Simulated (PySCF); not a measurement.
# From orbital energies to excitation energies

C2H10Si2.
Z-matrix (Å and degrees, GFN2-xTB geometry), rows numbered from 1:
```
C 
Si  1  1.9070
C   2  1.9071  1  107.73
Si  2  2.3180  1  111.28  3   122.16
H   1  1.0866  2  111.82  3    57.57
H   1  1.0869  2  111.32  3   -62.67
H   1  1.0863  2  111.06  3   177.64
H   2  1.4781  1  106.75  3  -114.30
H   3  1.0866  2  111.86  1   -57.42
H   3  1.0868  2  111.36  1    62.79
H   3  1.0862  2  111.16  1  -177.52
H   4  1.4664  2  112.67  1  -179.80
H   4  1.4665  2  112.66  1    60.08
H   4  1.4678  2  112.87  1   -59.83
```

Theory: PySCF 2.14.0, density-fitted response routines, TDDFT B3LYP/def2-SVPD, vertical, gas phase, core orbitals frozen in the response.

Orbital energies (eV): HOMO-3 -9.51, HOMO-2 -8.76, HOMO-1 -8.52, HOMO -7.89, LUMO 0.00, LUMO+1 0.13, LUMO+2 0.43.

**Question.** Among the lowest singlets, which states do these configurations lead, and at what energies: HOMO-1→LUMO+1, HOMO→LUMO, HOMO-2→LUMO+1, HOMO→LUMO+2, HOMO→LUMO+1, HOMO-1→LUMO?

**Answer.** 

| state | leading configuration | weight | Δε (eV) | E (eV) | E − Δε (eV) | f | other configurations |
| --- | --- | --- | --- | --- | --- | --- | --- |
| S1 | HOMO→LUMO | 0.96 | 7.89 | 7.03 | -0.86 | 0.022 | – |
| S2 | HOMO→LUMO+1 | 0.92 | 8.02 | 7.14 | -0.88 | 0.037 | – |
| S3 | HOMO→LUMO+2 | 0.92 | 8.31 | 7.45 | -0.87 | 0.048 | – |
| S4 | HOMO-1→LUMO | 0.94 | 8.52 | 7.54 | -0.98 | 0.052 | – |
| S5 | HOMO-1→LUMO+1 | 0.80 | 8.65 | 7.77 | -0.88 | 0.024 | H→L+3 (12%) |
| S7 | HOMO-2→LUMO+1 | 0.89 | 8.90 | 7.91 | -0.99 | 0.072 | – |

E − Δε runs from -0.99 to -0.86 eV. Among themselves, these states come in the order of their orbital differences. Δε is the difference of the two orbital energies.

H and L stand for HOMO and LUMO. The other states: S6 7.87 eV, f 0.054, H-2→L (53%), H→L+3 (39%); S8 7.97 eV, f 0.414, H-2→L (42%), H→L+3 (34%), H-1→L+1 (11%).

**Question.** Which computed triplets share their leading configuration (75% or more) with a singlet, and how far apart are the partners?

**Answer.** 

```csv
configuration,triplet,E(T) (eV),singlet,E(S) (eV),E(S) − E(T) (eV)
HOMO→LUMO,T1,6.27,S1,7.03,+0.75
HOMO→LUMO+1,T2,6.36,S2,7.14,+0.78
```

The 3 triplets are Tamm–Dancoff values, the singlets full response.

Summed over the main configurations (up to three a state, each over 8%) of all 8 singlets, the electron leaves HOMO with weight 3.66, HOMO-1 with weight 1.85 and HOMO-2 with weight 1.84.
